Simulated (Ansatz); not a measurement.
Spectroscopic constants of LiBe-, closed-shell singlet (lowest of 2S+1 = 1, 3 at CCSD(T)/def2-TZVPP on PBE0 minima; our sources give no spin for the ground state, which may be another). The T1 diagnostic near the minimum is 0.075, so single-reference values are doubtful.

Constants: fifth-degree fit in 1/R to seven points, most abundant isotopes. Runs in def2 and cc sets follow the lowest solution found near the PBE0 minimum. The singlet is held restricted. HF and MP2 rows in def2 and cc sets belong to the determinant that coupled cluster picked by its CCSD energy.

Frozen-core correlation.

Run with Ansatz (Gaussian basis) for Hartree–Fock, density functionals and correlated methods. Values without a source in brackets are computed.

Energies at SCS-MP2/aug-cc-pV5Z:

```json
[
 {"R (Å)": "2.773942", "E (hartree)": "-22.06759201"},
 {"R (Å)": "2.848510", "E (hartree)": "-22.06789144"},
 {"R (Å)": "2.917113", "E (hartree)": "-22.06802148"},
 {"R (Å)": "2.994664", "E (hartree)": "-22.06803922"},
 {"R (Å)": "3.072215", "E (hartree)": "-22.06795325"},
 {"R (Å)": "3.161697", "E (hartree)": "-22.06776110"},
 {"R (Å)": "3.266092", "E (hartree)": "-22.06745216"}
]
```

With a reduced mass of 3.9449 u, find the minimum, the force constant and the constants.

A fifth-degree polynomial in 1/R puts the minimum at r_e = 2.9667 Å with force constant 8.32 N/m. Then ω_e = (1/2πc)√(k/μ) = 189 cm⁻¹ and B_e = h/(8π²cμr_e²) = 0.4855 cm⁻¹; the cubic and quartic terms give α_e = 0.021 and ω_e x_e = 6.8 cm⁻¹.

Doubts at one or more of the structures used: a restricted determinant that unrestricted orbitals would lower (SCS-MP2/aug-cc-pV5Z).

Ansatz is a quantum-chemistry and plane-wave program.
